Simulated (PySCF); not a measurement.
C₃H₄BCl₂N.
Numbering: `[H]/[N:4]=[C:3](\[CH:2]=[CH2:1])[B:5]([Cl:6])[Cl:7]` (hydrogens: H8, H9 on C1; H10 on C2; H11 on N4)

Method: PBE0-D3(BJ)/def2-SVP geometry optimisation, gas phase (PySCF).

(1) Give the optimised bond lengths and angles.

Answers

(1) 
| bond | length (pm) | order |
| --- | --- | --- |
| C1=C2 | 133.8 | double |
| C2–C3 | 147.0 | single |
| C3=N4 | 128.2 | double |
| C3–B5 | 158.1 | single |
| B5–Cl6, B5–Cl7 | 174.5 | single |
| C1–H8 | 109.2 | single |
| C1–H9 | 109.4 | single |
| C2–H10 | 109.8 | single |
| N4–H11 | 102.9 | single |

Bonds in one row agree within 1 pm and their mean is given. Orders are formal, as drawn. A selection of angles:
| angle | degrees |
| --- | --- |
| C2–C1–H8 | 121.2 |
| C2–C1–H9 | 121.8 |
| H8–C1–H9 | 116.9 |
| C1–C2–C3 | 125.0 |
| C1–C2–H10 | 119.8 |
| C3–C2–H10 | 115.2 |
| C2–C3–N4 | 124.3 |
| C2–C3–B5 | 123.2 |
| N4–C3–B5 | 112.5 |
| C3–N4–H11 | 110.8 |
| C3–B5–Cl6 | 120.2 |
| Cl6–B5–Cl7 | 119.4 |

Dihedral angles: C1–C2–C3–N4 179° (antiperiplanar); C2–C3–B5–Cl6 63° (synclinal); H11–N4–C3–C2 -1° (synperiplanar). The mirror-image conformer, all signs reversed, is as good.

B5 (three-coordinate boron) is planar (angles 120.4°, 120.2° and 119.4°, sum 360.0°, 0.02 Å off the plane of its three neighbours). The C–C distances run from 1.338 Å (C1=C2, drawn double) to 1.470 Å (C2–C3, drawn single), a spread of 0.132 Å. Of the pairs four or more bonds apart, H10···H11 is among the closest relative to their van der Waals radii: 2.26 Å, 94 % of the sum of Bondi's values. N4 (C=N nitrogen) is bent (angle 110.8°).

Point group: C1 (no symmetry element, even within 0.4 Å). Not checked by PBE0-D3(BJ)/def2-SVP frequencies. The numbers are those of one conformer.
